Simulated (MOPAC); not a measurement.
MOPAC input (PM6):

```
PM6 FORCE THERMO(298,298) PRECISE LET GEO-OK AUX(PRECISION=9) THREADS=1
C4H10O

C    -0.14018132 1    1.58292822 1    0.18539462 1
C    -0.48022008 1    0.09888625 1    0.30521813 1
C    -1.76389419 1   -0.27615113 1   -0.42915881 1
O     0.51917837 1   -0.70054888 1   -0.38478105 1
C     1.78528752 1   -0.79776419 1    0.28519223 1
H     0.71069925 1    1.85884270 1    0.81536126 1
H    -0.98635044 1    2.21516413 1    0.47176032 1
H     0.12727743 1    1.83508769 1   -0.84925915 1
H    -0.51351503 1   -0.21872168 1    1.37043344 1
H    -1.69917062 1   -0.01549114 1   -1.49378152 1
H    -1.93403123 1   -1.35963486 1   -0.38404888 1
H    -2.63530118 1    0.23001373 1   -0.00527457 1
H     2.27518108 1    0.17895907 1    0.32743614 1
H     2.34803580 1   -1.48258305 1   -0.36133170 1
H     1.66432090 1   -1.22368001 1    1.28517057 1
```

From the last part of the output:

```
     H   15   0.441775   0.430164   4.174020

          HEAT OF FORMATION =     -60.948689 KCALS/MOLE

          ZERO POINT ENERGY      76.840 KCAL/MOL

           NORMAL COORDINATE ANALYSIS (Total motion = 1 Angstrom)

   Root No.       1         2         3         4         5         6         7         8

                 1 A       2 A       3 A       4 A       5 A       6 A       7 A       8 A

                  68.0      87.8     120.8     149.0     269.1     346.8     433.7     504.3

           1   -0.0107   -0.0067   -0.0008   -0.0057    0.0249    0.0168   -0.0414   -0.0175
           2    0.0236    0.0092    0.0039    0.0109   -0.0291    0.0540   -0.0021   -0.0098
           3   -0.0001    0.0123   -0.0015   -0.0184    0.0230   -0.0184   -0.0321   -0.0071
           4   -0.0107   -0.0068   -0.0013   -0.0060    0.0249    0.0176   -0.0363   -0.0158
           5   -0.0043   -0.0009    0.0024   -0.0039    0.0100   -0.0166   -0.0003    0.0519
           6    0.0060    0.0030    0.0040    0.0052    0.0275    0.0190    0.0512    0.0268
           7    0.0150    0.0039   -0.0018    0.0137    0.0001   -0.0532    0.0060    0.0264
           8   -0.0152   -0.0054    0.0026   -0.0124    0.0173    0.0141   -0.0232    0.0466
           9   -0.0105   -0.0102    0.0071   -0.0048   -0.0417   -0.0223    0.0029   -0.0195
          10   -0.0381   -0.0068    0.0000   -0.0365   -0.0126    0.0188    0.0628   -0.0067
          11    0.0034    0.0002   -0.0035    0.0071    0.0090   -0.0283    0.0135   -0.0359
          12    0.0206    0.0037    0.0004    0.0223    0.0453    0.0145    0.0196   -0.0141
          13    0.0415    0.0147    0.0034    0.0313   -0.0312    0.0072    0.0010    0.0070
          14   -0.0074   -0.0030   -0.0047   -0.0016   -0.0029   -0.0319    0.0140   -0.0393
          15   -0.0148   -0.0079   -0.0082   -0.0032   -0.0449    0.0146   -0.0200    0.0262
          16   -0.0267   -0.0157    0.0016   -0.0130    0.0547   -0.0437   -0.0361    0.0581
          17    0.0215    0.0211   -0.0182    0.0232   -0.0420    0.0835    0.0023   -0.0406
          18    0.0686   -0.0537    0.1660   -0.0927    0.0264   -0.0435   -0.0874   -0.0271
          19    0.0028   -0.0076    0.0060    0.0105    0.0038    0.0797    0.0382   -0.0295
          20   -0.0241    0.0681   -0.1312    0.0705   -0.0440    0.0888    0.0040   -0.0388
          21   -0.0436    0.0584   -0.1099    0.0198    0.0231   -0.0254   -0.0718   -0.0230
          22   -0.0074    0.0037   -0.0094   -0.0143    0.0164    0.0113   -0.1335   -0.0812
          23    0.0922   -0.0520    0.1593   -0.0501   -0.0398    0.0721   -0.0028   -0.0420
          24   -0.0270    0.0421   -0.0696    0.0035    0.0244   -0.0284   -0.0738   -0.0226
          25   -0.0183   -0.0144   -0.0010    0.0002    0.0420    0.0220   -0.0512   -0.0181
          26   -0.0220   -0.0071    0.0047   -0.0186   -0.0058   -0.0215   -0.0168    0.0791
          27    0.0155    0.0038    0.0018    0.0184    0.0441    0.0258    0.0465   -0.0015
          28    0.0707   -0.1305   -0.0592    0.0400    0.0123   -0.0811    0.0531    0.0754
          29   -0.0206    0.0729    0.0291   -0.0109    0.0537    0.0206    0.0193    0.1118
          30    0.0162   -0.1181   -0.0344    0.0051   -0.0616   -0.0379   -0.0078   -0.0482
          31    0.0179   -0.0081   -0.0067    0.0146    0.0028   -0.0511    0.0078    0.0281
          32   -0.0336   -0.0141    0.0027   -0.0274    0.0450    0.0961   -0.0754    0.0062
          33   -0.0702    0.1747    0.0834   -0.0289   -0.0756   -0.0446   -0.0194   -0.0580
          34   -0.0260    0.1628    0.0611    0.0014   -0.0384   -0.1102    0.0176    0.0233
          35    0.0014   -0.0796   -0.0239   -0.0053   -0.0305   -0.0330   -0.0397    0.0040
          36    0.0115   -0.1017   -0.0274    0.0031   -0.0615   -0.0367   -0.0103   -0.0470
          37    0.0572    0.0192    0.0034    0.0421   -0.0369    0.0045   -0.0131    0.0146
          38   -0.0823   -0.0248    0.0042   -0.0195    0.0126   -0.0206    0.0596   -0.0582
          39   -0.1367   -0.0477    0.0622    0.1648   -0.0678    0.0153   -0.0545    0.0474
          40   -0.0512   -0.0158    0.0689    0.1983   -0.0379    0.0067   -0.0284    0.0168
          41    0.0110    0.0012   -0.0191   -0.0202   -0.0806   -0.0331   -0.0531    0.0247
          42    0.0362    0.0085   -0.0446   -0.0921   -0.0594    0.0147   -0.0214    0.0375
          43    0.1683    0.0546   -0.0579   -0.0965   -0.0397    0.0025   -0.0074    0.0172
          44    0.0427    0.0125   -0.0009    0.0291    0.0440   -0.0369    0.0256   -0.0646
          45    0.0341    0.0076   -0.0497   -0.1041   -0.0809    0.0153   -0.0346    0.0513

   Root No.       9        10        11        12        13        14        15        16

                 9 A      10 A      11 A      12 A      13 A      14 A      15 A      16 A

                 860.2     932.8     954.9     960.4    1069.9    1073.3    1151.9    1162.1

           1   -0.0246   -0.0150    0.0583    0.0159    0.0065   -0.0054    0.0147   -0.0446
           2    0.0038    0.0275    0.0416   -0.0170   -0.0018   -0.0013   -0.0016    0.0194
           3   -0.0223    0.0127   -0.0007    0.0362    0.0043   -0.0181   -0.0053    0.0222
           4   -0.0098    0.0137   -0.0229   -0.0042   -0.0060    0.0010   -0.0055    0.0485
           5    0.0157    0.0050    0.0324   -0.0035   -0.0006    0.0043   -0.0078   -0.0370
           6   -0.0489   -0.0008   -0.0018    0.0014   -0.0108    0.0261    0.0153   -0.0367
           7    0.0004    0.0249   -0.0569   -0.0089    0.0036    0.0001    0.0019   -0.0151
           8    0.0204   -0.0186   -0.0393    0.0184    0.0005   -0.0010    0.0005    0.0222
           9   -0.0261   -0.0127   -0.0045   -0.0327    0.0061   -0.0160    0.0150    0.0172
          10    0.0242   -0.0000    0.0028   -0.0061    0.0177    0.0129    0.0107    0.0065
          11    0.0007   -0.0000   -0.0046    0.0012    0.0018   -0.0145    0.1349    0.0025
          12    0.0460    0.0005    0.0042   -0.0019   -0.0112    0.0059   -0.0216    0.0119
          13    0.0057   -0.0005   -0.0018   -0.0026   -0.0433   -0.0255   -0.0255   -0.0109
          14   -0.0318   -0.0003    0.0018   -0.0053    0.0017    0.0157   -0.1467   -0.0003
          15    0.0195   -0.0009    0.0001   -0.0020    0.0378   -0.0268   -0.0101   -0.0119
          16   -0.0242    0.1551    0.2663   -0.0432   -0.0018   -0.0249    0.0232    0.0527
          17   -0.0036   -0.0474   -0.0592    0.0217    0.0030    0.0026   -0.0052   -0.0164
          18    0.0373   -0.0276   -0.0068   -0.0582   -0.0088    0.0315    0.0006   -0.0298
          19   -0.1323   -0.0514   -0.0604    0.2135    0.0339   -0.0684    0.0028   -0.0320
          20   -0.0045   -0.0524   -0.0457    0.0209    0.0024    0.0052   -0.0012   -0.0223
          21    0.0321   -0.0255   -0.0049   -0.0540   -0.0104    0.0265    0.0038   -0.0123
          22    0.0707   -0.1453   -0.0240   -0.1188   -0.0153    0.0733    0.0493   -0.1526
          23   -0.0042   -0.0553   -0.0507    0.0231    0.0007    0.0002    0.0023   -0.0122
          24    0.0264   -0.0198    0.0030   -0.0462   -0.0071    0.0212    0.0094   -0.0269
          25    0.0146   -0.0769   -0.0138   -0.0350   -0.0333    0.0410   -0.0894    0.1223
          26   -0.0278   -0.0542    0.0186   -0.0170    0.0256   -0.0553   -0.1034   -0.0408
          27    0.0087    0.0007    0.0001   -0.0038   -0.0441    0.0845    0.0413    0.0190
          28   -0.0156   -0.1198    0.0519   -0.0122    0.0004   -0.0234    0.0047    0.0777
          29   -0.0733   -0.1296    0.0042   -0.0872    0.0170   -0.0583    0.0137    0.1016
          30    0.0375    0.0192    0.0096    0.0452   -0.0084    0.0205    0.0049   -0.0153
          31   -0.0031    0.0172   -0.0491   -0.0127    0.0035   -0.0022    0.0002   -0.0064
          32   -0.0261    0.1684   -0.2382   -0.0641    0.0195   -0.0009   -0.0115   -0.0848
          33    0.0471    0.0341    0.0024    0.0501   -0.0110    0.0272    0.0057   -0.0372
          34    0.0786   -0.0565    0.0509    0.0954   -0.0177    0.0275   -0.0284    0.0442
          35    0.1543    0.0090    0.0159    0.1730   -0.0300    0.0682   -0.0501   -0.0114
          36    0.0423    0.0264    0.0003    0.0478   -0.0096    0.0250   -0.0061   -0.0205
          37   -0.0066    0.0001    0.0041    0.0012    0.0443    0.0255   -0.0075    0.0076
          38    0.0087   -0.0016   -0.0163   -0.0151   -0.2570   -0.1257   -0.1081   -0.0457
          39   -0.0200    0.0031    0.0079    0.0079   -0.0315    0.0549    0.0567    0.0297
          40   -0.0188    0.0003    0.0011    0.0044    0.0849    0.0548    0.0203    0.0198
          41   -0.1405    0.0029    0.0060    0.0220   -0.0834    0.1976    0.0997    0.0556
          42    0.0013   -0.0000    0.0016    0.0015   -0.0522   -0.0086    0.0070   -0.0080
          43   -0.0109    0.0022    0.0058    0.0027    0.0861    0.0482    0.0269    0.0254
          44    0.0089   -0.0022    0.0025   -0.0088    0.2757   -0.0146   -0.1230   -0.0161
          45   -0.0169    0.0022    0.0040    0.0051   -0.0840    0.0382    0.0420    0.0232

   Root No.      17        18        19        20        21        22        23        24

                17 A      18 A      19 A      20 A      21 A      22 A      23 A      24 A

                1174.4    1197.5    1239.1    1247.7    1249.8    1252.0    1255.6    1258.3

           1   -0.0097   -0.0229    0.0051    0.0044    0.0006    0.0046   -0.0035    0.0192
           2   -0.0114    0.0047   -0.0151   -0.0145   -0.0070   -0.0051   -0.0116   -0.0046
           3    0.0124   -0.0008   -0.0085    0.0083   -0.0158   -0.0074    0.0073    0.0175
           4    0.0053    0.0234   -0.0039   -0.0056    0.0043   -0.0059    0.0121   -0.0475
           5    0.0478    0.0008    0.0012    0.0017   -0.0058    0.0016   -0.0118    0.0156
           6   -0.0309    0.0439   -0.0019   -0.0073    0.0009   -0.0022    0.0145   -0.0235
           7   -0.0036   -0.0074   -0.0169    0.0016    0.0101    0.0067    0.0048    0.0171
           8   -0.0456   -0.0173    0.0101    0.0006   -0.0036   -0.0029   -0.0007   -0.0036
           9   -0.0003   -0.0240    0.0083   -0.0179   -0.0007    0.0018    0.0057    0.0156
          10    0.0107   -0.0101    0.0001    0.0004    0.0015   -0.0022   -0.0020    0.0028
          11    0.0047    0.0139   -0.0014   -0.0028    0.0012    0.0004    0.0010   -0.0014
          12    0.0305   -0.0363    0.0010    0.0012    0.0017   -0.0007    0.0006   -0.0085
          13   -0.0082    0.0069    0.0011   -0.0013    0.0078   -0.0202   -0.0023    0.0031
          14   -0.0101   -0.0146    0.0012    0.0016   -0.0011    0.0029   -0.0013   -0.0002
          15   -0.0144    0.0230   -0.0018   -0.0030   -0.0047    0.0052   -0.0013   -0.0076
          16   -0.0656    0.0091    0.0564    0.0431    0.0295    0.0156    0.0478    0.0005
          17    0.0229   -0.0064   -0.0363   -0.0121   -0.0331   -0.0189   -0.0067    0.0090
          18   -0.0205    0.0228    0.0575   -0.0889    0.1407    0.0861   -0.1486   -0.0551
          19    0.0617   -0.0521   -0.0105   -0.0488    0.0198    0.0202   -0.0952    0.0114
          20    0.0223    0.0237    0.1266    0.0387    0.1308    0.0798   -0.0078   -0.0032
          21   -0.0089    0.0366    0.1069    0.0654    0.0873    0.0523    0.0491    0.0071
          22   -0.0345   -0.0222   -0.0534   -0.0085   -0.0793   -0.0537    0.0497   -0.0337
          23    0.0334    0.0202    0.0859    0.1452   -0.0051   -0.0033    0.1693    0.0519
          24   -0.0190   -0.0053   -0.0665   -0.0635   -0.0406   -0.0255   -0.0496   -0.0254
          25    0.0868    0.2544   -0.0331    0.0014   -0.0189    0.0193   -0.0564    0.1946
          26    0.2103    0.1180   -0.0261   -0.0296    0.0200   -0.0080    0.0554   -0.1089
          27   -0.1074    0.0585    0.0041    0.0181   -0.0294    0.0159   -0.0659    0.1779
          28   -0.0313   -0.0042    0.0578    0.1466   -0.0582   -0.0400   -0.1135   -0.0955
          29   -0.0520   -0.0988   -0.0991    0.0350    0.0592    0.0262    0.0143    0.0159
          30   -0.0011    0.0404    0.1016    0.0281   -0.0675   -0.0353   -0.0555   -0.0453
          31    0.0013   -0.0073    0.0008   -0.0132    0.0024    0.0031    0.0075    0.0160
          32    0.0267   -0.0315    0.0948    0.0251   -0.0547   -0.0197   -0.0507    0.0238
```
